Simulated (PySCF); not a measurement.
Correlation energy of Ba⁺ (barium, charge +1)

[Xe] 6p1, 2P determinant (an excited configuration). All numbers are calculated (PySCF 2.14, scalar relativity by spin-free X2C-1e, in aug-cc-pwCVTZ-X2C). Frozen: [Kr] 4d10; 9 electrons correlated.

```tsv
level	correlation energy (mhartree)
CCSD	-159.55
(T)	-4.18
CCSD(T)	-163.73
```

Diagnostics: T1 = 0.012, D1 = 0.0515, largest double amplitude 0.029.

Spin-orbit coupling, absent here, splits the open shell strongly.

Cost of the coupled-cluster step: about 29 core-seconds, for 9 correlated electrons.

Iterations:

```
CC2 = 0
CCSD nocc = (np.int64(5), np.int64(4)), nmo = (86, 86)
frozen orbitals [[0, 1, 2, 3, 4, 5, 6, 7, 8, 9, 10, 11, 12, 13, 14, 15, 16, 17, 18, 19, 20, 21, 22], [0, 1, 2, 3, 4, 5, 6, 7, 8, 9, 10, 11, 12, 13, 14, 15, 16, 17, 18, 19, 20, 21, 22]]
max_cycle = 100
direct = 0
conv_tol = 1e-08
conv_tol_normt = 1e-06
diis_space = 8
diis_start_cycle = 0
Init t2, MP2 energy = -0.1468939762152
Init E_corr(UCCSD) = -0.146893976226316
cycle = 1  E_corr(UCCSD) = -0.15677090728638  dE = -0.00987693106  norm(t1,t2) = 0.0372381
cycle = 2  E_corr(UCCSD) = -0.158842961856035  dE = -0.00207205457  norm(t1,t2) = 0.0139543
cycle = 3  E_corr(UCCSD) = -0.159691829746915  dE = -0.000848867891  norm(t1,t2) = 0.00693755
cycle = 4  E_corr(UCCSD) = -0.159568338352849  dE = 0.000123491394  norm(t1,t2) = 0.000914977
cycle = 5  E_corr(UCCSD) = -0.15954731439079  dE = 2.10239621e-05  norm(t1,t2) = 0.000157215
cycle = 6  E_corr(UCCSD) = -0.15954962000429  dE = -2.3056135e-06  norm(t1,t2) = 2.71992e-05
cycle = 7  E_corr(UCCSD) = -0.159549612242814  dE = 7.76147643e-09  norm(t1,t2) = 3.8188e-06
cycle = 8  E_corr(UCCSD) = -0.159549587843713  dE = 2.4399101e-08  norm(t1,t2) = 1.13217e-06
cycle = 9  E_corr(UCCSD) = -0.15954959058437  dE = -2.74065709e-09  norm(t1,t2) = 8.33986e-07
UCCSD converged
E(UCCSD) = -8131.549588340302  E_corr = -0.1595495905843698
UCCSD(T) correction = -0.00417830898445682
```
